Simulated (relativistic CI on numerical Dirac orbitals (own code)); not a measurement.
**d1 in a ligand field**

Computed with a parametric ligand-field model of a d^n configuration (Racah B and C, spin-orbit zeta, crystal field), exact diagonalisation.

Field parameters in Wybourne normalisation: Oh B⁴₀ = 21Dq, B⁴₄ = √(5/14) B⁴₀. The field is a parameter set, without covalency.

(1) Ground term and bands for B = 740, C = 3100, ζ = 0 cm⁻¹, Oh, 10Dq = 3700 cm⁻¹?

(2) Ground term and bands for B = 740, C = 3100, ζ = 0 cm⁻¹, Oh, 10Dq = 27380 cm⁻¹?

(3) Ground term and bands for B = 740, C = 3100, ζ = 0 cm⁻¹, Oh, 10Dq = 5180 cm⁻¹?

(4) Ground term and bands for B = 740, C = 3100, ζ = 0 cm⁻¹, Oh, 10Dq = 11100 cm⁻¹?

(5) Ground term and bands for B = 740, C = 3100, ζ = 0 cm⁻¹, Oh, 10Dq = 30340 cm⁻¹?

## Answers

(1) Ground term 2T2 with 0.00 electrons in the two orbitals of the cubic e set. Spin-allowed: 2E 3700 cm⁻¹ (2703 nm). Lowest spin-forbidden: none.

(2) Ground term 2T2 with 0.00 electrons in the two orbitals of the cubic e set. Spin-allowed: 2E 27380 cm⁻¹ (365 nm). Lowest spin-forbidden: none.

(3) Ground term 2T2 with 0.00 electrons in the two orbitals of the cubic e set. Spin-allowed: 2E 5180 cm⁻¹ (1931 nm). Lowest spin-forbidden: none.

(4) Ground term 2T2 with 0.00 electrons in the two orbitals of the cubic e set. Spin-allowed: 2E 11100 cm⁻¹ (901 nm). Lowest spin-forbidden: none.

(5) Ground term 2T2 with 0.00 electrons in the two orbitals of the cubic e set. Spin-allowed: 2E 30340 cm⁻¹ (330 nm). Lowest spin-forbidden: none.
